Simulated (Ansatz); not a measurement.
Basis sets compared for Hg(OH)2 (HgO2H2). The state is a singlet with charge 0. Geometry r2SCAN-D4/def2-TZVP. Ansatz on 4 threads of Arm Neoverse V2 on a shared host; times are rough, and most runs start from earlier orbitals.

| atom | x (Å) | y (Å) | z (Å) |
| --- | --- | --- | --- |
| Hg1 | -0.180 | 0.048 | 0.072 |
| O2 | 0.575 | 0.720 | 1.759 |
| H3 | 1.374 | 1.220 | 1.550 |
| O4 | -1.095 | -0.583 | -1.551 |
| H5 | -0.673 | -1.405 | -1.831 |

In the def2 sets Hg takes a core potential; there is no spin–orbit coupling.

Binding counts from free atoms (Hg singlet, O triplet, H doublet) in the same basis, without a counterpoise term.

```
           level  functions  energy (Eh)  HOMO (eV)  LUMO (eV)  binding per atom (eV)  wall time
 PBE-D4/def2-SVP         70    -304.8672      -6.25      -1.94                   2.66      0.4 s
PBE0-D4/def2-SVP         70    -304.8183      -7.98      -0.99                   2.49     0.45 s
```

Question: Estimate the rows for PBE-D4/def2-TZVP, PBE0-D4/def2-TZVP.

Answer: 
| level | functions | energy (Eh) | HOMO (eV) | LUMO (eV) | binding per atom (eV) | wall time |
| --- | --- | --- | --- | --- | --- | --- |
| PBE-D4/def2-TZVP | 117 | -305.0748 | -6.63 | -2.20 | 2.72 | 0.6 s |
| PBE0-D4/def2-TZVP | 117 | -305.0242 | -8.30 | -1.23 | 2.56 | 0.85 s |
